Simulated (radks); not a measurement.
Values are calculated unless marked as measured or tabulated.
All-electron atom: Sr6+ in [Ar] 3d10 4s1 4p3 (not the ground configuration).

Code: a radial shooting solver on a logarithmic mesh with Libxc functionals. Model: scalar-relativistic Kohn-Sham, r2SCAN, spin-polarised, spherical densities, finite nucleus; open shells are filled with parallel spins first (spin-orbit coupling, left out, can overturn this in heavy ions); meta-GGA in the generalised Kohn-Sham scheme; Fermi nuclear charge, rms radius 4.224 fm.

Energy parts (eV):
total: -86241.405
kinetic: 88450.629
electron-nucleus: -204919.789
Hartree: 33030.390
exchange-correlation: -2802.634

Orbitals (lengths in bohr, moments of r in powers of bohr; r(max) is where P^2 peaks):
orbital  occ.  eigenvalue (eV)       <r^4>      <r>   r(max)   <1/r>
1s up       1        -16066.46  0.00001105  0.03917  0.02554   38.99
1s down     1        -16065.60  0.00001105  0.03917  0.02554   38.99
2s up       1        -2262.539    0.002119   0.1723   0.1450   8.721
2s down     1        -2262.301    0.002118   0.1723   0.1450   8.720
2p up       3        -2018.314    0.001530   0.1503   0.1161   8.499
2p down     3        -2017.679    0.001529   0.1504   0.1161   8.498
3s up       1        -428.2761      0.1189   0.4899   0.4346   2.932
3s down     1        -427.4618      0.1178   0.4899   0.4350   2.929
3p up       3        -348.4672      0.1371   0.4964   0.4298   2.773
3p down     3        -347.4687      0.1344   0.4957   0.4303   2.773
3d up       5        -217.1259      0.1787   0.4950   0.3769   2.517
3d down     5        -215.8539      0.1680   0.4914   0.3770   2.527
4s up       1        -121.1808       4.370    1.245    1.143   1.081
4s down     0        -110.2677       4.518    1.247    1.137   1.089
4p up       3         -99.4316       6.132    1.348    1.230  0.9876
4p down     0         -89.3371       6.838    1.374    1.238  0.9723

The highest occupied level is 4p up at -99.432 eV. The configuration is held as typed, so some empty levels lie below it. The density falls to 0.001 e/bohr^3 at r = 2.71 bohr. The electron density at the nucleus is 6.189e+04 e/bohr^3 (large components only). The spin density at the nucleus is 84.64 e/bohr^3 (1s -0.68, 2s 1.11, 3s 1.76, 4s 82.45). Spin moment in Bohr magnetons: 4. Summed over all electrons, <r^2> = 13.34 bohr^2, which gives a Langevin (diamagnetic) susceptibility term of -10.6 x 10^-6 cm^3/mol.
